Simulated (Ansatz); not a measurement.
CH$_{5}$AlF$_{2}$OSi (`F[SiH](F)C[O][AlH2]`), relaxed with RKS PBE-D4/def2-SVP in Ansatz from a rough embedded geometry. The force threshold is 0.03 eV/Å; the program also tests the step.

The species carries charge 0 and has multiplicity 1.

Start:

```xyz
11

F     1.228    2.250    1.681
Si    0.038    1.474    0.677
F    -0.721    2.629   -0.300
C     0.785    0.230   -0.391
O    -0.116   -0.369   -1.300
Al   -0.868   -1.950   -0.590
H    -0.970    0.831    1.569
H     1.365   -0.532    0.189
H     1.569    0.689   -1.031
H    -2.151   -1.876    0.363
H    -0.159   -3.375   -0.866
```

Q: By how much does the energy fall, and how many steps does the optimiser take? (Estimate.)

A: Computed: 21.85 kcal/mol, in 22 steps, 2 of them rejected.

Q: Which bonds change most? (Best estimate.)

A: The calculation gave: O5–Al6 from 1.889 to 1.726 Å; F1–Si2 from 1.740 to 1.633 Å; Si2–C4 from 1.802 to 1.886 Å; Si2–F3 from 1.692 to 1.629 Å.

Q: Give the relaxed structure. (Best estimate.)

A: Ansatz gave: 
```xyz
11

F     1.533    2.240    1.436
Si    0.214    1.506    0.814
F    -0.721    2.676    0.172
C     0.729    0.270   -0.514
O    -0.414   -0.478   -0.875
Al   -0.995   -2.071   -0.556
H    -0.554    0.854    1.922
H     1.566   -0.363   -0.126
H     1.133    0.812   -1.399
H    -2.417   -2.397   -1.183
H    -0.075   -3.049    0.309
```
